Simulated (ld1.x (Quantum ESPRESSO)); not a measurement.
## LDA (PZ) ultrasoft dataset for Au, scalar-relativistic all-electron reference.

Input for ld1.x (Quantum ESPRESSO) 7.5:

```
&input
   title='Au', zed=79., rel=1, dft='PZ', iswitch=3,
   config='[Xe] 4f14 5d10 6s1 6p0',
   nld=3, rlderiv=2.65, eminld=-6.0, emaxld=5.0, deld=0.02
 /
 &inputp
   pseudotype=3, tm=.true., lloc=-2, rcloc=1.95,
   nlcc=.true., new_core_ps=.true.,
   file_pseudopw='Au.UPF', file_wfcaegen='ae.wfc', file_wfcncgen='nc.wfc', file_beta='beta', file_chi='chi', file_wfcusgen='us.wfc'
 /
6
6S  1  0   1.00   0.00  1.30  1.70  0.0
6S  1  0   0.00   0.05  1.30  1.70  0.0
5P  2  1   6.00   0.00  1.65  2.15  0.0
6P  3  1   0.00   0.00  1.65  2.15  0.0
5D  3  2  10.00   0.00  1.95  2.45  0.0
5D  3  2   0.00   3.25  1.95  2.45  0.0
 &test
   configts(1)='5p6 5d10 6s1 6p0'
 /
```

Command:

```bash
ld1.x < Au.in > Au.out
```

Resulting log (shortened: banner, matrices, multipoles, cross overlaps and the repeated all-electron block are left out):

```
[... start of the log left out ...]
      Wfc   5D  rcut= 1.926  Using Troullier-Martins method
      Wfc-us  5D rcutus= 2.473  Estimated cut-off energy=    18.53 Ry

       Warning: n=2, l=1 expected 0 nodes, found 1
       Setting wfc to zero for this iteration
       (This warning will only be printed once per wavefunction)

       Zero norm: self consistency problem; state:  1 (l=  1, j=0.0)

       Warning: n=3, l=2 expected 0 nodes, found 1
       Setting wfc to zero for this iteration
       (This warning will only be printed once per wavefunction)

       Zero norm: self consistency problem; state:  2 (l=  2, j=0.0)

       Warning: n=1, l=0 expected 0 nodes, found 1
       Setting wfc to zero for this iteration
       (This warning will only be printed once per wavefunction)

       Zero norm: self consistency problem; state:  3 (l=  0, j=0.0)

     ------------------- End of pseudopotential generation -------------------

     Computing logarithmic derivative in   2.64937
       Zero norm: self consistency problem; state:  1 (l=  1, j=0.0)
       Zero norm: self consistency problem; state:  3 (l=  0, j=0.0)
       Zero norm: self consistency problem; state:  1 (l=  1, j=0.0)
       Zero norm: self consistency problem; state:  3 (l=  0, j=0.0)
       Zero norm: self consistency problem; state:  3 (l=  0, j=0.0)

 %%%%%%%%%%%%%%%%%%%%%%%%%%%%%%%%%%%%%%%%%%%%%%%%%%%%%%%%%%%%%%%%%%%%%%%%%%%%%%
     Error in routine chargeps (1):
     negative rho
 %%%%%%%%%%%%%%%%%%%%%%%%%%%%%%%%%%%%%%%%%%%%%%%%%%%%%%%%%%%%%%%%%%%%%%%%%%%%%%

     stopping ...
```

The run stopped because the pseudo-density turned negative during the self-consistent test, most likely because a state had been found with a wrong node count and its wave set to zero before.

The run took about 0.67 s on one core of a shared server CPU.
